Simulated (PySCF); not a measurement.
# NMR parameters of GeFCl3

GeFCl3, Cl3FGe, point group C3v.

Bonds: Ge1-F2 1.717 Å, Ge1-Cl3 2.115 Å, Ge1-Cl4 2.117 Å, Ge1-Cl5 2.117 Å.

GIAO calculations in PySCF 2.14.0 with density-fitted response routines on the PBE0-D3(BJ)/def2-SVP structure: isolated species, non-relativistic, equivalent atoms averaged; basis pcSseg-1 (pcSseg-2 on Ge).

(1) Give the isotropic shieldings (ppm) with B3LYP, PBE, PBE0.

(2) And the chemical shifts, against references computed in the same way?

(3) Which part of the shielding of Ge1 depends on the functional?

Results:

(1) 
| atoms | environment | B3LYP | PBE | PBE0 |
| --- | --- | --- | --- | --- |
| Ge1 | germanium bonded to 3 Cl, F | 1233 | 1207 | 1275 |
| Cl3/Cl4/Cl5 | chlorine bonded to Ge | 742 | 711 | 772 |
| F2 | fluorine bonded to Ge | 246.1 | 217.2 | 257.1 |
| HOMO–LUMO gap (eV) | – | 7.01 | 5.16 | 7.63 |

(2) 
```json
{"atoms": "Cl3/Cl4/Cl5", "nucleus, reference": "$^{35}$Cl, HCl", "B3LYP": "188", "PBE": "223", "PBE0": "171"}
{"atoms": "F2", "nucleus, reference": "$^{19}$F, CFCl3", "B3LYP": "-74.1", "PBE": "-72.5", "PBE0": "-79.8"}
```

(3) Diamagnetic: B3LYP 2758, PBE 2759, PBE0 2759 ppm; paramagnetic: B3LYP -1525, PBE -1552, PBE0 -1484 ppm. The diamagnetic part, set mainly by inner electrons, hardly moves; the paramagnetic part goes with low-lying magnetically allowed excitations and carries the spread.

Relativistic effects, spin–orbit coupling among them, are left out; they matter for Ge and for the light atoms bonded to it. Unscaled 19F shifts against computed CFCl3 carry errors that often reach 10 to 50 ppm.
